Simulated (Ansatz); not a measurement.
Ansatz (a program for electronic structure) input (B3LYP/STO-3G):

Ansatz 0.2 input:
```yaml
crystal:
  periodic: [false, false, false]
  atoms:
    - {symbol: C, position_ang: [-0.47162423, 0.09897286, 0.04953549]}
    - {symbol: N, position_ang: [0.72987879, -0.15316896, -0.07666040]}
    - {symbol: H, position_ang: [-1.32838249, -0.67059574, 0.14103533]}
    - {symbol: H, position_ang: [-0.95102367, 1.14894128, 0.09837455]}
basis:
  gaussian:
    orbitals: STO-3G
hamiltonian:
  xc: {name: B3LYP}
total_charge: -1
output: {forces: true}
```

Output:

```
WARN ansatz: RAYON_NUM_THREADS=1 ignored (pool sized by the plan → 1); use --threads N
Functional definition: B3LYP
integrals: 0.00 GiB planned
160 factors; integrals over basis functions are off by at most 2.2e-5 eV
mean field: 0.05 GiB planned
mean field evaluation 1: about -2517.4816 eV, gradient 3.1e1 eV
mean field evaluation 2: about -2511.0321 eV, gradient 5.9e1 eV
mean field evaluation 4: about -2520.1503 eV, gradient 1.0e0 eV
mean field evaluation 8: about -2520.1276 eV, gradient 4.9e-3 eV
mean field -2520.12762713 eV, -92.6129820933 hartree, gradient 3.8e-5 eV, S^2 0.000000; 0 other end points of the search recorded, 0 dependent functions left out
the calculation of the forces begins
reference -2520.12772255 eV, -92.6129855996 hartree; 8, 8 occupied and 4, 4 virtual orbitals, 160 factors
Total energy: -2520.12772255 eV, -92.6129855996 hartree
Atom 0 at    -0.471624     0.098973     0.049535 Å, force    -1.652859     0.346861     0.173603 eV/Å
Atom 1 at     0.729879    -0.153169    -0.076660 Å, force     2.832429    -0.594400    -0.297495 eV/Å
Atom 2 at    -1.328382    -0.670596     0.141035 Å, force    -0.594990     0.098673     0.062535 eV/Å
Atom 3 at    -0.951024     1.148941     0.098375 Å, force    -0.584580     0.148867     0.061358 eV/Å
Dipole moment:    -0.222525     0.046698     0.023372 e Å
```

The dipole moment of an ion depends on the origin.
